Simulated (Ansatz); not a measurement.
Born–Oppenheimer molecular dynamics of F₄H₂OTi (8 atoms, charge 0, multiplicity 1). It starts at the highest image of a converged band, a first-order saddle point between two minima.

All numbers below come from RKS revPBE-D4/def2-SVP in Ansatz 0.2.0.

- ensemble: NVE (velocity Verlet)
- time step: 0.5 fs
- steps asked: 200
- starting velocities drawn for: 300 K
- seed: 4544

First frame:

```xyz
8
Properties=species:S:1:pos:R:3
Ti 0.107 -0.208 0.009
O 0.056 -0.104 1.981
H -0.732 0.128 2.504
F 1.573 0.329 -0.774
F -0.960 1.181 -0.103
F -0.793 -1.362 -0.950
F 1.065 -1.823 1.007
H 0.618 -1.217 1.841
```

How far do the bonds stretch over the last three quarters of this one trajectory? (Pairs bonded in most of those frames.)


```
  bond  mean (Å)  spread (Å)  shortest  longest
Ti1–O2     1.843       0.013      1.83     1.87
Ti1–F4     1.755       0.017      1.73     1.78
Ti1–F5     1.760       0.017      1.73     1.78
Ti1–F6     1.757       0.025      1.72     1.80
 O2–H3     0.975       0.006      0.97     0.98
 F7–H8     0.965       0.043      0.90     1.04
```

Mean temperature of the second half: 271 K. The conserved energy stayed within 0.18 meV per atom of its start (net change -0.14 meV per atom), so the integration is sound. A run of 0.1 ps of so small a system gives no equilibrium averages. The orbitals stay closed-shell, which can raise the energy where a bond breaks towards radicals; this wasn't checked here.

The run took 4.1 min on 4 threads of Arm Neoverse V2, with other jobs on the host, peak memory 0.17 GiB.
